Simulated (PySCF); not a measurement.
## PdS₂⁺: double against triple zeta

Base calculation in PySCF with density fitting and no spin–orbit coupling, PBE/def2-SVP (scalar-relativistic core potentials): doublet, C2v, Pd–S 2.313 Å (×2), S–S 1.965 Å; Pd–S–S 64.9° (×2), S–Pd–S 50.3°; wavenumbers 198, 298, 641 cm⁻¹; dipole moment about the centre of mass 0.37 D, polar-tensor charge of Pd 0.47 e.

Task: What changes on going to PBE/def2-TZVP (scalar-relativistic core potentials)?

Result: The point group stays the same. Changes: mean bond to Pd -0.041 Å, highest wavenumber +25 cm⁻¹, lowest wavenumber +18 cm⁻¹, dipole moment about the centre of mass -0.10 D, polar-tensor charge of Pd -0.03 e. The new structure has Pd–S 2.272 Å (×2), S–S 1.937 Å; Pd–S–S 64.8° (×2), S–Pd–S 50.5°, with wavenumbers 216, 324, 666 cm⁻¹. The larger basis shortens the bonds, as added polarisation functions usually do.

Open d or f shells are single determinants, so the state found may not be the ground state. Each species is the lowest minimum found with this bonding; other isomers or fragments can lie lower.
